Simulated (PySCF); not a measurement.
Compound: C10H16.
SMILES with atom numbers: `[CH2:1]1[CH2:2][C@@H:3]2[C@@H:4]3[CH2:5][CH2:6][C@@H:7]([CH2:8]3)[C@@H:9]2[CH2:10]1` (hydrogens: H11, H12 on C1; H13, H14 on C2; H15 on C3; H16 on C4; H17, H18 on C5; H19, H20 on C6; H21 on C7; H22, H23 on C8; H24 on C9; H25, H26 on C10)

Structure used (PBE0-D3(BJ)/def2-SVP), in Å, numbered top down from 1:
```xyz
26
C10H16 angstrom
C     -1.7923   -0.0187    1.1204
C     -1.2626   -1.3646    0.6130
C     -0.2936   -1.0378   -0.5324
C      1.2156   -0.9415   -0.2254
C      1.4719   -0.0925    1.0283
C      1.1252    1.3444    0.5588
C      0.7106    1.1428   -0.9061
C      1.6697    0.0216   -1.3317
C     -0.6451    0.4121   -1.0049
C     -1.8064    0.8844   -0.1182
H     -2.7849   -0.1063    1.5887
H     -1.1226    0.3933    1.8907
H     -0.7965   -1.9686    1.4078
H     -2.0996   -1.9634    0.2189
H     -0.4225   -1.7606   -1.3530
H      1.7149   -1.9215   -0.2005
H      2.5294   -0.1692    1.3247
H      0.8806   -0.4231    1.8943
H      2.0057    2.0029    0.6129
H      0.3403    1.8234    1.1617
H      0.7486    2.0659   -1.5033
H      1.4734   -0.3578   -2.3470
H      2.7325    0.3033   -1.2573
H     -0.9518    0.4171   -2.0624
H     -1.7447    1.9555    0.1319
H     -2.7554    0.7469   -0.6614
```

All values: PBE0/pcSseg-1 (PySCF, non-relativistic), on one gas-phase PBE0-D3(BJ)/def2-SVP geometry that isn't relaxed in the solvent. The solvent is an IEF-PCM continuum (cavity from Bondi-type radii × 1.2). Only the electrostatic response of the medium enters.

```csv
run,E − E(gas) (kcal/mol),HOMO (eV),HOMO–LUMO gap (eV),dipole (D)
gas,0.00,-7.96,9.12,0.11
P,-0.54,-7.87,9.13,0.11
Q,-0.76,-7.86,9.14,0.11
```

Task: The runs were made in acetonitrile and chloroform. Which run belongs to which solvent?

Result: P = chloroform, Q = acetonitrile. The dielectric constants are 4.711 (chloroform), 35.69 (acetonitrile), and the energy falls further as ε rises. In this model the ground state sees the solvent through ε alone.

Task: How constant is the ratio of the lowering to (ε − 1)/(2ε + 1)?

Result: 
```tsv
solvent	(ε − 1)/(2ε + 1)	E − E(gas) (kcal/mol)	ratio (kcal/mol)	polarisation term (kcal/mol)
chloroform	0.356	-0.54	-1.5	-0.56
acetonitrile	0.479	-0.76	-1.6	-0.78
```

The ratio changes by +3.4 % in size from chloroform to acetonitrile. The polarisation term is half the interaction of the solute with the induced surface charges.
